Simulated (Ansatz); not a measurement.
A nudged elastic band was laid between two geometries of C2H5AlS (9 atoms, charge 0, multiplicity 1).

All numbers below come from RKS B3LYP-D4/6-31G* in Ansatz.

- movable images: 5
- climbing image: yes
- spring: 5.0 eV/Å²
- optimiser: quadratic models (default)
- start path: through a guess of the saddle point
- force threshold: 0.05 eV/Å
- iteration limit: 60
- end points: relaxed

First end point:

```xyz
9
Properties=species:S:1:pos:R:3
C -0.850 0.875 -0.045
C -0.363 0.203 1.027
S 1.371 0.091 1.433
Al 1.011 -0.812 -0.606
H -1.905 0.813 -0.301
H -0.239 1.570 -0.614
H -1.042 -0.409 1.621
H 0.440 -2.285 -0.647
H 1.576 -0.045 -1.868
```

Last end point:

```xyz
9
Properties=species:S:1:pos:R:3
C -0.850 0.875 -0.045
C -0.363 0.202 1.027
S 1.371 0.090 1.434
Al 1.012 -0.812 -0.606
H -1.905 0.812 -0.302
H -0.239 1.570 -0.615
H -1.042 -0.409 1.621
H 1.576 -0.044 -1.868
H 0.440 -2.284 -0.647
```

(1) Which bonds break or form, and what moves?

(2) Give the energies along the band, and the barrier.

(3) What is the geometry of the highest image?

Results:

(1) No bond is made or broken. The dihedral C2–S3–Al4–H8 goes from -80 to 111°. The two ends are copies of one structure, up to a mirror image or an exchange of like atoms.

(2) It converged. The highest image is number 4 of 0 to 6, 18.5 kJ/mol above the ends, which have the same energy within 2 meV. The profile has 2 maxima (images 1, 4) with wells between them (image 2): this band takes more than one step, which may be the mechanism or a detour left from its start path. A vibrational analysis at the climbing image gives one clearly imaginary mode, 185i cm⁻¹: a first-order saddle point.

```csv
image,path coordinate (Å),energy (kJ/mol),dihedral C2–S3–Al4–H8 (°)
0,0.00,0.0,-80
1,1.25,10.0,-48
2,2.50,2.0,-13
3,3.75,4.7,20
4,5.00,18.5,62
5,5.84,9.7,87
6,6.68,0.0,111
```

(3) 
```xyz
9
Properties=species:S:1:pos:R:3
C -1.228 0.870 0.180
C -0.416 0.234 1.032
S 1.387 0.357 1.062
Al 1.400 -0.831 -0.809
H -2.305 0.733 0.240
H -0.853 1.542 -0.586
H -0.824 -0.419 1.801
H 0.693 -0.254 -2.101
H 2.145 -2.231 -0.820
```

The run took 4.5 min on 1 thread of Arm Neoverse V1, with other jobs on the host, peak memory 0.16 GiB.
